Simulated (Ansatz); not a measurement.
Match the barriers

Saddle point of Si$_{2}$NH$_{9}$OF$_{2}$, closed shell (Si₂H₄F₂ ([F][SiH]([F])[SiH3]) + H₂O + NH₃ → SiNH₃F₂ ([NH2][SiH]([F])[F]) + SiH₄ + H₂O; bonds formed: Si2–H8, H6–O9; dative contacts that become bonds: Si1–N7; bonds broken: Si1–Si2, H6–N7, H8–O9), PBE0-D4/def2-TZVP structure:

Si1  (-1.371, 0.209, -0.469)
Si2  (1.112, -1.479, -0.626)
F3  (-2.691, 1.079, -0.754)
F4  (-1.795, -0.557, 0.859)
H5  (-1.191, -0.546, -1.713)
H6  (0.272, 1.124, 1.091)
N7  (-0.268, 1.546, -0.015)
H8  (0.895, -0.369, 1.057)
O9  (0.864, 0.411, 1.850)
H10  (2.409, -2.116, -0.212)
H11  (0.245, -2.628, -1.047)
H12  (1.457, -0.804, -1.931)
H13  (0.527, 1.611, -0.645)
H14  (-0.740, 2.446, 0.020)
H15  (0.274, 0.073, 2.536)
(Å)

Program: Ansatz 0.2.0. Basis: def2-TZVPP, with def2-QZVPP for the basis limit. Cores are frozen in the correlated methods. Extrapolation: Hartree–Fock as exp(−7.88 √X), correlation as X^−2.97. Four methods, as single points on the PBE0-D4 structures, gave these electronic barriers from the start structure: 22.51, 34.11, 41.51, 55.71 kcal/mol.

Q: The methods were, in alphabetical order, CCSD(T), HF, r2SCAN-D4, SPW92. Which gave which? (A judgement: the text doesn't fix the answer.)

A: By the calculation: SPW92 22.51; r2SCAN-D4 34.11; CCSD(T) 41.51; HF 55.71 kcal/mol. For comparison, CCSD(T) at an estimated basis limit (MP2 extrapolated from triple and quadruple zeta, plus CCSD(T) − MP2 in triple zeta) gives 41.91 kcal/mol.

T1 diagnostic: at most 0.013.

Labels in which every atom is bracketed show which atoms are joined, not bond orders.

For scale, one of the runs: CCSD(T)/def2-TZVPP, 334 basis functions, launched by `ansatz run in.yaml --threads 4 --pin off --events-out ev --progress --plain --max-ram 46080MiB --backend cuda --devices 0, --max-vram 37GiB`. Hardware: 4 CPU threads of an AMD EPYC 7R13 and a share of one NVIDIA H100, shared host. Wall time 6 s; peak host memory 0.87 GiB.
